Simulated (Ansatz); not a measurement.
Isolated molecules relaxed with PBE0-D4/def2-TZVP in Ansatz; ΔE leaves out vibrations. CCSD(T)/CBS adds triple-zeta CCSD(T) − MP2 to the extrapolated MP2 energy (def2 sets, frozen cores). This one scheme is used for every species, atoms too. DFT in def2-TZVPP. B3LYP here is the variant with VWN-RPA as its local correlation; programs differ in this. Open shells (•) are unrestricted, without spin–orbit coupling. Spin–orbit coupling would lower the free atoms: a little for F. For Ge outer-core shells are correlated without core-valence functions, so the limit isn't a true one: a few kJ/mol of doubt a bond, and 10 to 20 or more in all where bonds break to atoms. Scalar relativity is left out up to krypton.

Consider the homolysis of the F–Ge bond: `C#[C][Ge]([F])([F])[F]` → F• + `C#[C][Ge]([F])[F]`•.

```json
{"level": "revPBE-D4", "ΔE (kJ/mol)": "522.9", "difference from CCSD(T)/CBS": "-45.7"}
{"level": "BLYP-D4", "ΔE (kJ/mol)": "530.0", "difference from CCSD(T)/CBS": "-38.6"}
{"level": "B97M-V", "ΔE (kJ/mol)": "549.0", "difference from CCSD(T)/CBS": "-19.6"}
{"level": "B3LYP-D4", "ΔE (kJ/mol)": "531.7", "difference from CCSD(T)/CBS": "-36.9"}
{"level": "ωB97M-V", "ΔE (kJ/mol)": "548.1", "difference from CCSD(T)/CBS": "-20.5"}
{"level": "PBE-QIDH", "ΔE (kJ/mol)": "549.2", "difference from CCSD(T)/CBS": "-19.4"}
{"level": "r2SCAN", "ΔE (kJ/mol)": "539.7", "difference from CCSD(T)/CBS": "-28.9"}
{"level": "CAM-B3LYP", "ΔE (kJ/mol)": "545.8", "difference from CCSD(T)/CBS": "-22.8"}
{"level": "RPA@PBE/def2-TZVPP", "ΔE (kJ/mol)": "510.4", "difference from CCSD(T)/CBS": "-58.2"}
{"level": "CCSD(T)/def2-TZVPP", "ΔE (kJ/mol)": "554.3", "difference from CCSD(T)/CBS": "-14.3"}
{"level": "CCSD(T)/CBS", "ΔE (kJ/mol)": "568.6", "difference from CCSD(T)/CBS": "0"}
```

Largest T1 diagnostic among the species: 0.015.

At CCSD(T), def2-SVP lies −36.1 kJ/mol from the extrapolated value and def2-TZVPP −14.3 kJ/mol: correlation converges slowly with the basis, and small sets miss more of it in the bonded molecule than in its fragments. Leaving LDA and LC-ωPBE aside and taking each functional with its dispersion term where it has one, the values, not all of them listed here, spread over 38.8 kJ/mol, from BHLYP-D4 to ωB97X-V. LDA lies +88.9 kJ/mol from PBE without D4, its usual overbinding.

CCSD(T)/CBS has its own doubt, a few kJ/mol and more with outer-core shells, so smaller differences from it don't rank the levels.
